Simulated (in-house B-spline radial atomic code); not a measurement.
Response of La3+ as one setting changes: the share of exact exchange in a PBE hybrid. A dash marks a strongly mixed or unbound state. Computed with a B-spline radial code for spherical atoms: linear response of the closed shell [Kr] 4d10 5s2 5p6 with the functional's adiabatic kernel; scalar-relativistic (spin-free one-electron X2C), finite nucleus, no spin-orbit coupling, no double excitations, S, P, D and F terms only; shells from n = 3 respond. Only terms of natural parity with L up to 3 were computed.

Spin-orbit coupling is strong here, so these LS terms don't match observed levels.

```json
{"share of exact exchange in a PBE hybrid": "0", "lowest 1P (eV)": "5p → 6s 24.513", "lowest 3P, Tamm-Dancoff (eV)": "5p → 5d 20.011", "minus highest occupied level (eV)": "44.74", "α (bohr³)": "7.736"}
{"share of exact exchange in a PBE hybrid": "0.1", "lowest 1P (eV)": "?", "lowest 3P, Tamm-Dancoff (eV)": "?", "minus highest occupied level (eV)": "?", "α (bohr³)": "?"}
{"share of exact exchange in a PBE hybrid": "0.2", "lowest 1P (eV)": "?", "lowest 3P, Tamm-Dancoff (eV)": "?", "minus highest occupied level (eV)": "?", "α (bohr³)": "?"}
{"share of exact exchange in a PBE hybrid": "0.3", "lowest 1P (eV)": "5p → 6s 25.262", "lowest 3P, Tamm-Dancoff (eV)": "5p → 5d 20.167", "minus highest occupied level (eV)": "46.85", "α (bohr³)": "7.668"}
{"share of exact exchange in a PBE hybrid": "0.4", "lowest 1P (eV)": "5p → 6s 25.509", "lowest 3P, Tamm-Dancoff (eV)": "5p → 5d 20.217", "minus highest occupied level (eV)": "47.56", "α (bohr³)": "7.646"}
{"share of exact exchange in a PBE hybrid": "0.5", "lowest 1P (eV)": "5p → 6s 25.754", "lowest 3P, Tamm-Dancoff (eV)": "5p → 5d 20.266", "minus highest occupied level (eV)": "48.26", "α (bohr³)": "7.625"}
{"share of exact exchange in a PBE hybrid": "0.6", "lowest 1P (eV)": "5p → 6s 25.998", "lowest 3P, Tamm-Dancoff (eV)": "5p → 5d 20.314", "minus highest occupied level (eV)": "48.96", "α (bohr³)": "7.605"}
{"share of exact exchange in a PBE hybrid": "0.7", "lowest 1P (eV)": "5p → 6s 26.240", "lowest 3P, Tamm-Dancoff (eV)": "5p → 5d 20.361", "minus highest occupied level (eV)": "49.67", "α (bohr³)": "7.585"}
{"share of exact exchange in a PBE hybrid": "0.8", "lowest 1P (eV)": "5p → 6s 26.481", "lowest 3P, Tamm-Dancoff (eV)": "5p → 5d 20.408", "minus highest occupied level (eV)": "50.37", "α (bohr³)": "7.566"}
{"share of exact exchange in a PBE hybrid": "0.9", "lowest 1P (eV)": "5p → 6s 26.717", "lowest 3P, Tamm-Dancoff (eV)": "5p → 5d 20.453", "minus highest occupied level (eV)": "51.08", "α (bohr³)": "7.547"}
{"share of exact exchange in a PBE hybrid": "1", "lowest 1P (eV)": "-", "lowest 3P, Tamm-Dancoff (eV)": "5p → 5d 20.498", "minus highest occupied level (eV)": "51.78", "α (bohr³)": "7.529"}
```

Question: What belongs in the row for 0.2?

Answer: lowest 1P (eV): 5p → 6s 25.014; lowest 3P, Tamm-Dancoff (eV): 5p → 5d 20.116; minus highest occupied level (eV): 46.15; α (bohr³): 7.69.

Question: What belongs in the row for 0.1?

Answer: lowest 1P (eV): 5p → 6s 24.764; lowest 3P, Tamm-Dancoff (eV): 5p → 5d 20.064; minus highest occupied level (eV): 45.45; α (bohr³): 7.713.
